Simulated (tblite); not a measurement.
A geometry optimisation, step by step.

Compound: C5H9GaOSi.
Numbering: `[CH:1]#[C:2][C:3]1=[CH:4][GaH2-:5][O+:6]([SiH3:7])[CH2:8]1` (hydrogens: H9 on C1; H10 on C4; H11, H12 on Ga5; H13, H14, H15 on Si7; H16, H17 on C8)
Bond orders are those of one Lewis drawing.

Computed with GFN2-xTB (tblite), gas phase: L-BFGS steps from a force-field or distance-geometry start until the largest atomic force falls under 0.01 eV/Å. 12 of its 170 geometries are shown.

Step 0: E = -603.7875 eV, largest atomic force 4.659 eV/Å
```
atom  x, y, z in Å  |  force x, y, z in eV/Å
C1      3.599    1.280    0.172   -1.301  -0.600  -0.120
C2      2.537    0.701    0.066    0.041   0.713  -0.125
C3      1.261   -0.003   -0.051    3.580   0.256   0.867
C4      1.161   -1.264    0.281   -1.226  -2.688   0.612
Ga5    -0.747   -1.789   -0.043    0.647  -2.095   0.368
O6     -0.952   -0.178   -0.959   -2.464   0.562   0.399
Si7    -2.432    0.580   -0.485   -0.584  -0.346  -0.046
C8      0.067    0.625   -0.526    0.433   4.378  -1.535
H9      4.510    1.803    0.276   -0.166  -0.218  -0.020
H10     1.891   -1.954    0.677    0.761   0.589  -0.058
H11    -1.611   -1.899    1.256   -0.224  -0.055  -0.140
H12    -0.857   -2.970   -1.098   -0.370   0.263   0.152
H13    -2.297    2.026   -0.631    0.205   0.020  -0.125
H14    -3.463    0.142   -1.430    0.344  -0.252  -0.013
H15    -2.760    0.251    0.924    0.189   0.159  -0.379
H16    -0.263    1.421    0.208    0.162  -0.659  -0.213
H17     0.347    1.238   -1.437   -0.027  -0.027   0.374
```

Step 15: E = -604.9787 eV, largest atomic force 0.267 eV/Å
```
atom  x, y, z in Å  |  force x, y, z in eV/Å
C1      3.544    1.265    0.168   -0.061  -0.053  -0.014
C2      2.506    0.671    0.048    0.225   0.051   0.132
C3      1.296   -0.059   -0.045    0.144   0.145  -0.066
C4      1.184   -1.355    0.289    0.035   0.127   0.016
Ga5    -0.673   -2.060    0.009    0.133   0.119   0.068
O6     -1.015   -0.020   -0.709   -0.163  -0.128   0.103
Si7    -2.528    0.630   -0.472   -0.074  -0.081   0.024
C8      0.142    0.774   -0.527   -0.034   0.000  -0.022
H9      4.457    1.776    0.266   -0.036  -0.007  -0.024
H10     2.111   -1.781    0.668   -0.105  -0.239  -0.058
H11    -1.706   -2.053    1.181   -0.005  -0.048   0.050
H12    -1.071   -3.006   -1.152   -0.001   0.027  -0.121
H13    -2.350    2.058   -0.695    0.001   0.162  -0.077
H14    -3.354   -0.016   -1.477    0.037  -0.091  -0.066
H15    -2.892    0.360    0.911   -0.127   0.055   0.123
H16    -0.043    1.564    0.213   -0.020  -0.003  -0.009
H17     0.385    1.264   -1.478    0.051  -0.036  -0.058
```

Step 31: E = -605.0640 eV, largest atomic force 0.111 eV/Å
```
atom  x, y, z in Å  |  force x, y, z in eV/Å
C1      3.578    1.275    0.173   -0.004  -0.020  -0.010
C2      2.546    0.668    0.080    0.038   0.020  -0.015
C3      1.330   -0.051   -0.019    0.008   0.017   0.014
C4      1.200   -1.358    0.262    0.025   0.001  -0.008
Ga5    -0.660   -2.042    0.021   -0.064   0.019   0.089
O6     -1.036    0.006   -0.443   -0.049   0.010  -0.038
Si7    -2.576    0.637   -0.455    0.001  -0.030   0.002
C8      0.153    0.780   -0.475   -0.040  -0.022   0.010
H9      4.488    1.792    0.251    0.002  -0.002   0.009
H10     2.104   -1.877    0.571    0.054   0.013   0.027
H11    -1.664   -2.193    1.219    0.065  -0.015  -0.082
H12    -1.075   -2.819   -1.265   -0.037   0.043  -0.011
H13    -2.406    2.042   -0.815    0.031   0.045  -0.066
H14    -3.253   -0.160   -1.470   -0.011  -0.004   0.000
H15    -3.114    0.521    0.898   -0.005  -0.017   0.031
H16     0.047    1.663    0.170    0.015  -0.049  -0.018
H17     0.331    1.129   -1.504   -0.029  -0.011   0.065
```

Step 46: E = -605.0746 eV, largest atomic force 0.029 eV/Å
```
atom  x, y, z in Å  |  force x, y, z in eV/Å
C1      3.588    1.265    0.166   -0.003   0.000   0.001
C2      2.547    0.674    0.070    0.004  -0.012   0.003
C3      1.335   -0.053   -0.017   -0.018   0.000   0.012
C4      1.222   -1.361    0.268   -0.005  -0.007  -0.005
Ga5    -0.646   -2.034    0.033   -0.010   0.001  -0.020
O6     -1.048   -0.005   -0.387   -0.004   0.018  -0.017
Si7    -2.584    0.633   -0.465    0.003  -0.009  -0.016
C8      0.142    0.767   -0.450   -0.018   0.018  -0.001
H9      4.498    1.780    0.251    0.009   0.002  -0.007
H10     2.137   -1.864    0.573    0.001  -0.009   0.001
H11    -1.628   -2.252    1.226    0.013  -0.015   0.012
H12    -1.120   -2.690   -1.301    0.006  -0.007   0.012
H13    -2.386    2.014   -0.906    0.014   0.014  -0.011
H14    -3.265   -0.189   -1.457    0.002  -0.028  -0.006
H15    -3.142    0.566    0.884    0.006   0.012   0.022
H16     0.050    1.651    0.192    0.001   0.009   0.021
H17     0.293    1.111   -1.482   -0.002   0.012  -0.002
```

Step 61: E = -605.0800 eV, largest atomic force 0.078 eV/Å
```
atom  x, y, z in Å  |  force x, y, z in eV/Å
C1      3.591    1.253    0.156    0.009   0.013   0.003
C2      2.540    0.677    0.083    0.004  -0.006   0.023
C3      1.323   -0.041    0.003    0.031  -0.044  -0.057
C4      1.213   -1.356    0.253   -0.001  -0.032   0.016
Ga5    -0.649   -2.046    0.019    0.024   0.043   0.027
O6     -1.048   -0.003   -0.405    0.008   0.015  -0.016
Si7    -2.579    0.639   -0.494   -0.036   0.010  -0.020
C8      0.131    0.787   -0.411    0.027   0.005   0.028
H9      4.509    1.757    0.221    0.018   0.009   0.001
H10     2.126   -1.867    0.552    0.013   0.011  -0.024
H11    -1.565   -2.334    1.251   -0.020   0.028  -0.016
H12    -1.163   -2.666   -1.312    0.003  -0.029  -0.022
H13    -2.380    1.989   -1.029   -0.018  -0.045  -0.001
H14    -3.255   -0.270   -1.409   -0.023   0.002   0.000
H15    -3.118    0.667    0.865    0.004   0.029   0.006
H16     0.022    1.635    0.276   -0.025   0.018   0.036
H17     0.293    1.191   -1.420   -0.018  -0.028   0.016
```

Step 77: E = -605.1154 eV, largest atomic force 0.102 eV/Å
```
atom  x, y, z in Å  |  force x, y, z in eV/Å
C1      3.608    1.217    0.142    0.038   0.054  -0.028
C2      2.533    0.683    0.095    0.022  -0.086   0.002
C3      1.317   -0.041    0.032    0.054   0.036   0.014
C4      1.240   -1.376    0.153    0.032   0.055   0.003
Ga5    -0.624   -2.041   -0.030   -0.088  -0.038  -0.034
O6     -1.055    0.004   -0.395   -0.002  -0.004  -0.017
Si7    -2.581    0.631   -0.597    0.019   0.037   0.041
C8      0.091    0.812   -0.196    0.045  -0.033   0.025
H9      4.539    1.703    0.165   -0.035  -0.005   0.029
H10     2.177   -1.901    0.318    0.041   0.005  -0.006
H11    -1.523   -2.293    1.212   -0.047  -0.017   0.056
H12    -1.164   -2.667   -1.343   -0.017  -0.041  -0.056
H13    -2.463    1.722   -1.564    0.078   0.024  -0.054
H14    -3.308   -0.522   -1.098    0.002  -0.038   0.043
H15    -2.992    1.164    0.703   -0.028  -0.011   0.024
H16    -0.055    1.466    0.674   -0.053   0.026   0.020
H17     0.254    1.450   -1.073   -0.062   0.035  -0.063
```

Step 92: E = -605.1272 eV, largest atomic force 0.044 eV/Å
```
atom  x, y, z in Å  |  force x, y, z in eV/Å
C1      3.608    1.232    0.134   -0.017  -0.009   0.005
C2      2.543    0.679    0.086    0.009  -0.013   0.022
C3      1.320   -0.035    0.031   -0.009   0.020  -0.012
C4      1.238   -1.373    0.116    0.010   0.000   0.006
Ga5    -0.636   -2.049   -0.048   -0.004  -0.008   0.003
O6     -1.058    0.006   -0.333   -0.005  -0.005   0.004
Si7    -2.570    0.634   -0.607   -0.005   0.007  -0.007
C8      0.086    0.819   -0.141   -0.012   0.017  -0.003
H9      4.540    1.715    0.179   -0.021   0.007  -0.006
H10     2.181   -1.901    0.235    0.015  -0.018   0.004
H11    -1.540   -2.324    1.196    0.018  -0.013  -0.008
H12    -1.175   -2.662   -1.377    0.002  -0.004   0.004
H13    -2.391    1.604   -1.691   -0.012  -0.011  -0.005
H14    -3.310   -0.572   -0.950    0.010   0.042   0.010
H15    -2.998    1.306    0.624    0.018   0.000  -0.004
H16    -0.056    1.449    0.749    0.010  -0.010  -0.023
H17     0.212    1.484   -1.007   -0.007  -0.004   0.010
```

Step 108: E = -605.1312 eV, largest atomic force 0.064 eV/Å
```
atom  x, y, z in Å  |  force x, y, z in eV/Å
C1      3.588    1.250    0.145    0.046   0.034   0.002
C2      2.531    0.680    0.101   -0.051  -0.039   0.006
C3      1.315   -0.044    0.040    0.002   0.013  -0.013
C4      1.244   -1.384    0.082    0.001  -0.007   0.010
Ga5    -0.629   -2.070   -0.070    0.007   0.002   0.002
O6     -1.074   -0.001   -0.283    0.011  -0.007  -0.007
Si7    -2.559    0.659   -0.627    0.004  -0.013   0.025
C8      0.074    0.808   -0.092   -0.003   0.008  -0.004
H9      4.510    1.750    0.183   -0.020  -0.006   0.005
H10     2.191   -1.910    0.177    0.008  -0.007  -0.001
H11    -1.489   -2.412    1.187   -0.002   0.002  -0.008
H12    -1.188   -2.644   -1.408   -0.004   0.004   0.002
H13    -2.370    1.472   -1.831    0.005   0.015  -0.003
H14    -3.361   -0.539   -0.804   -0.005  -0.013   0.004
H15    -2.923    1.491    0.523    0.008   0.015  -0.002
H16    -0.053    1.413    0.817   -0.006   0.000  -0.024
H17     0.186    1.495   -0.942    0.000   0.000   0.007
```

Step 123: E = -605.1328 eV, largest atomic force 0.019 eV/Å
```
atom  x, y, z in Å  |  force x, y, z in eV/Å
C1      3.566    1.270    0.166    0.014   0.012  -0.004
C2      2.525    0.674    0.109   -0.004  -0.012  -0.006
C3      1.316   -0.060    0.033    0.001   0.005  -0.004
C4      1.246   -1.399    0.089    0.001   0.007  -0.002
Ga5    -0.626   -2.084   -0.073    0.000   0.007  -0.011
O6     -1.072   -0.015   -0.302   -0.009   0.003   0.011
Si7    -2.554    0.670   -0.605    0.005  -0.005   0.009
C8      0.080    0.792   -0.130   -0.002   0.007  -0.002
H9      4.477    1.790    0.212    0.004  -0.002   0.011
H10     2.195   -1.920    0.201   -0.012  -0.012   0.009
H11    -1.498   -2.417    1.177    0.002   0.001   0.000
H12    -1.184   -2.659   -1.412    0.001   0.004   0.002
H13    -2.369    1.503   -1.796   -0.009  -0.002  -0.010
H14    -3.376   -0.514   -0.783   -0.006  -0.008   0.001
H15    -2.882    1.500    0.558    0.007  -0.005   0.003
H16    -0.048    1.428    0.757   -0.004  -0.001  -0.007
H17     0.198    1.451   -1.001    0.010   0.002   0.002
```

Step 138: E = -605.1339 eV, largest atomic force 0.025 eV/Å
```
atom  x, y, z in Å  |  force x, y, z in eV/Å
C1      3.562    1.280    0.180    0.014   0.003   0.020
C2      2.530    0.667    0.111   -0.005   0.006   0.001
C3      1.321   -0.065    0.022    0.010   0.003   0.007
C4      1.243   -1.403    0.091    0.004   0.007   0.002
Ga5    -0.631   -2.078   -0.085   -0.002  -0.015   0.016
O6     -1.066   -0.012   -0.310   -0.017   0.013  -0.001
Si7    -2.556    0.667   -0.587   -0.005   0.009  -0.010
C8      0.090    0.792   -0.159    0.001   0.002  -0.007
H9      4.466    1.806    0.254    0.002  -0.009  -0.011
H10     2.186   -1.929    0.226    0.001  -0.012  -0.006
H11    -1.506   -2.421    1.163    0.006   0.008  -0.010
H12    -1.188   -2.646   -1.426    0.001   0.003  -0.008
H13    -2.408    1.492   -1.790    0.002  -0.017   0.018
H14    -3.380   -0.520   -0.740    0.004   0.002   0.007
H15    -2.854    1.502    0.581    0.001  -0.002  -0.003
H16    -0.029    1.450    0.714   -0.012  -0.006  -0.012
H17     0.213    1.430   -1.045   -0.004   0.005  -0.004
```

Step 154: E = -605.1351 eV, largest atomic force 0.020 eV/Å
```
atom  x, y, z in Å  |  force x, y, z in eV/Å
C1      3.562    1.279    0.225    0.000  -0.011  -0.007
C2      2.530    0.671    0.131    0.006   0.005  -0.001
C3      1.323   -0.061    0.019   -0.002   0.003  -0.003
C4      1.244   -1.400    0.081    0.008   0.005   0.003
Ga5    -0.628   -2.076   -0.113    0.013   0.002   0.015
O6     -1.065   -0.009   -0.303   -0.012  -0.001  -0.011
Si7    -2.561    0.662   -0.562   -0.014  -0.005   0.011
C8      0.095    0.795   -0.187   -0.006  -0.007   0.002
H9      4.469    1.800    0.304    0.004  -0.001   0.008
H10     2.184   -1.927    0.230   -0.003  -0.003   0.000
H11    -1.502   -2.439    1.127   -0.004  -0.004   0.007
H12    -1.188   -2.614   -1.464    0.004  -0.006  -0.017
H13    -2.459    1.419   -1.812    0.002   0.004  -0.005
H14    -3.394   -0.529   -0.613    0.001   0.005   0.000
H15    -2.810    1.558    0.571    0.002   0.001  -0.003
H16    -0.022    1.484    0.660    0.006   0.007   0.002
H17     0.216    1.398   -1.097   -0.004   0.006  -0.002
```

Step 169: E = -605.1355 eV, largest atomic force 0.005 eV/Å
```
atom  x, y, z in Å  |  force x, y, z in eV/Å
C1      3.569    1.267    0.236   -0.003   0.001   0.000
C2      2.529    0.676    0.130    0.003   0.002   0.002
C3      1.320   -0.054    0.013    0.000   0.001  -0.004
C4      1.245   -1.392    0.084    0.001  -0.001   0.003
Ga5    -0.623   -2.077   -0.116    0.002   0.000  -0.005
O6     -1.069   -0.009   -0.308   -0.001  -0.001   0.001
Si7    -2.568    0.662   -0.550   -0.001  -0.002  -0.002
C8      0.091    0.798   -0.204   -0.001   0.000   0.000
H9      4.479    1.781    0.328    0.003  -0.001  -0.001
H10     2.186   -1.916    0.242    0.001  -0.001   0.000
H11    -1.501   -2.448    1.119   -0.004  -0.001   0.001
H12    -1.168   -2.616   -1.474    0.001   0.000   0.003
H13    -2.481    1.413   -1.806    0.000   0.002  -0.002
H14    -3.402   -0.527   -0.587    0.001   0.001   0.002
H15    -2.800    1.565    0.580   -0.001   0.001   0.002
H16    -0.024    1.500    0.634    0.000   0.000   0.001
H17     0.210    1.389   -1.122    0.001   0.000   0.000
```

Question: Summarise the path.

Answer: The energy falls by 31.09 kcal/mol from step 0 to step 169; nine tenths of that is first reached at step 17. It rises by more than 0.2 meV at step 69. The largest force goes from 4.659 to 0.005 eV/Å. Among the bonds Ga5–O6 changes most, from 1.865 to 2.124 Å; the atoms move by 0.640 Å rms after alignment.

Question: Follow the three bonds and two angles with the largest change from start to end.

Answer: 
| step | E above end (kcal/mol) | largest force (eV/Å) | Ga5–O6 (Å) | C3–C8 (Å) | O6–Si7 (Å) | Ga5–O6–Si7 (°) | C3–C4–H10 (°) |
| --- | --- | --- | --- | --- | --- | --- | --- |
| 0 | 31.09 | 4.659 | 1.865 | 1.430 | 1.729 | 109.8 | 131.1 |
| 7 | 7.15 | 0.583 | 2.202 | 1.516 | 1.683 | 113.7 | 118.9 |
| 15 | 3.62 | 0.267 | 2.189 | 1.503 | 1.664 | 117.4 | 113.1 |
| 22 | 2.24 | 0.224 | 2.146 | 1.511 | 1.672 | 121.0 | 116.4 |
| 29 | 1.72 | 0.102 | 2.132 | 1.512 | 1.664 | 121.5 | 116.8 |
| 37 | 1.50 | 0.088 | 2.113 | 1.511 | 1.666 | 123.0 | 115.9 |
| 44 | 1.41 | 0.039 | 2.113 | 1.511 | 1.664 | 123.5 | 116.2 |
| 51 | 1.38 | 0.041 | 2.111 | 1.511 | 1.665 | 123.4 | 115.9 |
| 59 | 1.30 | 0.046 | 2.119 | 1.510 | 1.662 | 123.6 | 116.2 |
| 66 | 1.12 | 0.100 | 2.144 | 1.511 | 1.665 | 123.8 | 115.5 |
| 73 | 0.77 | 0.120 | 2.132 | 1.513 | 1.668 | 123.9 | 115.9 |
| 81 | 0.31 | 0.078 | 2.129 | 1.511 | 1.660 | 124.6 | 116.1 |
| 88 | 0.22 | 0.060 | 2.119 | 1.510 | 1.660 | 124.9 | 116.0 |
| 96 | 0.17 | 0.051 | 2.116 | 1.512 | 1.660 | 125.1 | 116.1 |
| 103 | 0.12 | 0.048 | 2.123 | 1.511 | 1.660 | 126.0 | 116.0 |
| 110 | 0.09 | 0.042 | 2.127 | 1.511 | 1.661 | 126.6 | 116.0 |
| 118 | 0.07 | 0.027 | 2.126 | 1.511 | 1.661 | 127.2 | 116.1 |
| 125 | 0.06 | 0.024 | 2.126 | 1.510 | 1.661 | 127.4 | 116.0 |
| 132 | 0.05 | 0.013 | 2.127 | 1.511 | 1.661 | 127.3 | 116.2 |
| 140 | 0.03 | 0.027 | 2.124 | 1.511 | 1.661 | 126.7 | 116.0 |
| 147 | 0.02 | 0.017 | 2.123 | 1.511 | 1.661 | 126.5 | 116.2 |
| 154 | 0.01 | 0.020 | 2.121 | 1.511 | 1.660 | 126.4 | 116.0 |
| 162 | 0.00 | 0.015 | 2.122 | 1.511 | 1.661 | 126.5 | 116.1 |
| 169 | 0.00 | 0.005 | 2.124 | 1.511 | 1.660 | 126.6 | 116.0 |

The cost below is that of the whole relaxation. The run took 2.3 s of wall time on one thread of an Arm Neoverse N1, no GPU, shared host with 64 logical CPUs at a one-minute load of 60.
